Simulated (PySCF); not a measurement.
Simulation results for CH$_{4}$FSi

Calculation on a computer-drawn molecule: optimised geometry and harmonic frequencies of an isolated molecule of the commonest isotopes, restricted reference for singlets and unrestricted otherwise, frozen core in MP2. Program: PySCF 2.14.0.

```json
{"formula": "CH4FSi", "start_structure": {"atoms_angstrom": [["C", -0.5919, 0.5387, -1.0239], ["Si", 0.3944, 1.6354, -2.3055], ["F", 1.7636, 0.6317, -2.4692], ["H", -0.6, -0.5246, -1.2945], ["H", -1.6337, 0.8829, -0.9695], ["H", -0.1687, 0.6288, -0.0171], ["H", -0.3632, 1.1471, -3.5638]]}, "given": {"charge": -1, "multiplicity": 1, "method": "MP2", "basis": "aug-cc-pV(D+d)Z", "drawn_bonds_atom": [1, 2, 1, 1, 1, 2], "drawn_bonds_other_atom": [2, 3, 4, 5, 6, 7], "drawn_bonds_order": [1, 1, 1, 1, 1, 1]}, "results": {}}
```

To be estimated
1. Estimate the total energy of CH$_{4}$FSi.
2. CH$_{4}$FSi: rotational constants?

Calculated values
1. -429.1012 hartree
2. 17.16, 6.894, 5.316 GHz

Further results for CH$_{4}$FSi:

- convergence status largest gradient component: 2.42e-05 hartree/bohr

Optimised structure:
```xyz
7
CH4FSi
C     -0.5905     0.5418    -1.0236
Si     0.3994     1.6532    -2.3023
F      1.7896     0.6102    -2.4872
H     -0.5847    -0.5306    -1.2998
H     -1.6459     0.8805    -0.9886
H     -0.1825     0.6370    -0.0007
H     -0.3850     1.1479    -3.5414
```

Modes:
```tsv
frequency (cm⁻¹)	reduced mass (dalton)
181.6	1.126
228.8	3.17
576.9	3.028
596.6	1.141
618.3	10.55
718.1	1.454
797.4	1.122
893.5	1.242
1194	1.24
1427	1.054
1445	1.058
1878	1.041
2999	1.034
3092	1.1
3106	1.1
```
